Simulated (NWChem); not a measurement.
The numbers come from NWChem runs, not from measurements. System: arsine (H3As), charge 0, spin multiplicity 1, at a geometry optimised with PBE/def2-SVP. Level: PBE/aug-cc-pVDZ.

Part of the output:

```
             Northwest Computational Chemistry Package (NWChem) 7.3.0
             --------------------------------------------------------

                                NWChem Input Module
                                -------------------

 Scaling coordinates for geometry "geometry" by  1.889725989
 (inverse scale =  0.529177249)

 Turning off AUTOSYM since
 SYMMETRY directive was detected!

                             Geometry "geometry" -> ""
                             -------------------------

 Output coordinates in angstroms (scale by  1.889725989 to convert to a.u.)

  No.       Tag          Charge          X              Y              Z
 ---- ---------------- ---------- -------------- -------------- --------------
    1 As                  33.0000     0.00104500     0.07264600     0.00000000
    2 H                    1.0000    -0.64650300    -0.78998500     1.09999200
    3 H                    1.0000    -0.64650300    -0.78998500    -1.09999200
    4 H                    1.0000     1.25853500    -0.81736300     0.00000000

 Effective nuclear repulsion energy (a.u.)      34.7270960478

            Nuclear Dipole moment (a.u.)
            ----------------------------
        X                 Y               Z
 ---------------- ---------------- ----------------
     0.0000264562    -0.0000283459     0.0000000000

      Symmetry information
      --------------------

 Group name             Cs
 Group number              2
 Group order               2
 No. of unique centers     3

      Symmetry unique atoms

     1    2    4


 Summary of "ao basis" -> "" (spherical)
 ------------------------------------------------------------------------------
       Tag                 Description            Shells   Functions and Types
 ---------------- ------------------------------  ------  ---------------------
 *                        aug-cc-pvdz                 on all atoms

  pbe96 is a nonlocal functional; adding pw91lda local functional.
                              NWChem Property Module
                              ----------------------

                                 NWChem DFT Module
                                 -----------------

 Summary of "ao basis" -> "ao basis" (spherical)
 ------------------------------------------------------------------------------
       Tag                 Description            Shells   Functions and Types
 ---------------- ------------------------------  ------  ---------------------
[...]
     0   0 0 0     -0.000000    -18.000000    -18.000000     36.000000

     1   1 0 0     -0.001340     -0.000683     -0.000683      0.000026
     1   0 1 0     -0.093518     -0.046745     -0.046745     -0.000028
     1   0 0 1      0.000000      0.000000      0.000000      0.000000

     2   2 0 0    -14.771484    -11.706513    -11.706513      8.641542
     2   1 1 0     -0.019776     -0.001461     -0.001461     -0.016853
     2   1 0 1      0.000000      0.000000      0.000000      0.000000
     2   0 2 0    -16.147146    -11.806032    -11.806032      7.464919
     2   0 1 1     -0.000000     -0.000000     -0.000000      0.000000
     2   0 0 2    -14.771207    -11.706528    -11.706528      8.641850

 *** CALLING NEW AORESP DRIVER FOR CLOSED AND OPEN SHELLS ***
 Entering AOResponse driver routine

--------------------------------------------------------------------------------

          ****************
          *** RESPONSE ***
          ****************

 Response module for NWChem and dynamic CPKS solver

          -----------------------------------------------
          Solving response equations for perturbing field
          -----------------------------------------------

 number of frequencies:     1
 frequency in a.u.:  0.0000000E+00
 Perturbing field: electric
 Using El. Dipole Length Gauge

 Setting up CPKS with frequency omega =      0.00000000 a.u.

 STATIC response

                                NWChem CPHF Module
                                ------------------

  scftype          =     RHF
  nclosed          =       18
  nopen            =        0
  variables        =      810
  # of vectors     =        3
  tolerance        = 0.10D-03
  level shift      = 0.00D+00
  max iterations   =       50
  max subspace     =       30

  int2e_file: Failed to allocate cache ... halving
 SCF residual:    1.1444477664270043E-005

Iterative solution of linear equations
  No. of variables      810
  No. of equations        3
  Maximum subspace       30
        Iterations       50
       Convergence  1.0D-04

   iter   nsub   residual    time
   ----  ------  --------  ---------
     1      3    4.76D+00      28.0
     2      6    1.13D+00      44.0
     3      9    1.85D-01      59.6
     4     12    5.77D-03      73.3
     5     15    3.43D-03      83.2
     6     18    1.24D-04      93.1
     7     21    8.11D-06     103.0

 Electric Dipole Response Matrix (nonzero elements):

              1        2        3
    1   36.0350   0.0235  -0.0000
    2    0.0235  37.6641   0.0000
    3   -0.0000   0.0000  36.0348

 ------------------------------------------
 average:        36.57797 + I       0.00000

 DFT Linear Response polarizability / au
 Frequency  =       0.0000000 / au
 Wavelength = -999999.0000000 / nm
              X              Y              Z
 -----------------------------------------------
 X      36.0349703      0.0235151     -0.0000000
 Y       0.0235151     37.6641071      0.0000000
 Z      -0.0000000      0.0000000     36.0348271
 -----------------------------------------------
 Eigenvalues =      36.0346309     37.6644464     36.0348271
 Isotropic   =      36.5779682
 Anisotropic =       1.6297174
 -----------------------------------------------

 Magnetic Dipole Response Matrix (nonzero elements):
 Optical rotation tensor Beta

 *** static G'=0. Use GPRIME input with finite omega
 *** or better ORBETA without GPRIME for small or zero freq.

 zero matrix

 ------------------------------------------
 average:         0.00000 + I       0.00000

 Exiting AOResponse driver routine

          -------------
          Dipole Moment
          -------------

 Center of charge (in au) is the expansion point
         X =       0.0000007 Y =      -0.0000008 Z =       0.0000000

   Dipole moment        0.0935275875 A.U.
             DMX       -0.0013399255 DMXEFC        0.0000000000
             DMY       -0.0935179888 DMYEFC        0.0000000000
             DMZ        0.0000000002 DMZEFC        0.0000000000
   -EFC- dipole         0.0000000000 A.U.
   Total dipole         0.0935275875 A.U.

   Dipole moment        0.2377252120 Debye(s)
             DMX       -0.0034057765 DMXEFC        0.0000000000
             DMY       -0.2377008143 DMYEFC        0.0000000000
             DMZ        0.0000000006 DMZEFC        0.0000000000
   -EFC- dipole         0.0000000000 DEBYE(S)
   Total dipole         0.2377252120 DEBYE(S)

 1 a.u. = 2.541766 Debyes

 Task  times  cpu:      103.1s     wall:      103.1s

 Total times  cpu:      103.1s     wall:      103.1s
```

**Question.** Write an NWChem input that would produce this output.

**Answer.** This is not unique; one that fits is 
```
start mol
memory heap 200 mb stack 900 mb global 1100 mb
geometry units angstroms nocenter noautoz
  As     0.001045     0.072646     0.000000
  H     -0.646503    -0.789985     1.099992
  H     -0.646503    -0.789985    -1.099992
  H      1.258535    -0.817363     0.000000
  symmetry group Cs
end
basis spherical
  * library aug-cc-pvdz
end
dft
  xc xpbe96 cpbe96
  semidirect memsize 60000000 filesize 0
  iterations 100
end
property
  dipole
  response 1 0.0
end
task dft property
```
